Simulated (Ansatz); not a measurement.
BCl2(OMe) (CH₃BCl₂O), relaxed as a singlet with RKS B3LYP-D4/def2-SVP in Ansatz, starting from the GFN2-xTB geometry. Force threshold 0.02 eV/Å.

Start:

```xyz
8

B    -1.191   -0.522    0.040
Cl   -0.702   -1.795    1.141
Cl   -2.832   -0.443   -0.500
O    -0.365    0.405   -0.409
C     1.013    0.552   -0.115
H     1.171    1.576    0.226
H     1.573    0.382   -1.035
H     1.333   -0.156    0.651
```

Task: Estimate the energy that the relaxation releases and the steps that it takes.

Result: 0.04 eV, in 6 steps; 9.6 s on 4 threads of Arm Neoverse V1 on a shared host. No frequencies were taken in this run, so the end may be a saddle point.

Task: Does the start keep its bonding?

Result: By distances, no bond broke or formed. The bond that changes most is B1–Cl3, from 1.73 to 1.76 Å (atoms count from 1).

Task: Predict the relaxed structure.

Result: 
Cartesian coordinates in Å:
```
B -1.203 -0.516 0.036
Cl -0.698 -1.801 1.156
Cl -2.882 -0.462 -0.505
O -0.364 0.414 -0.416
C 1.016 0.554 -0.118
H 1.192 1.581 0.235
H 1.596 0.392 -1.039
H 1.342 -0.162 0.651
```
Bond lengths: 2 × B–Cl 1.76 to 1.78 Å; 1 × C–O 1.42 Å; 1 × B–O 1.33 Å; 3 × C–H 1.10 Å.
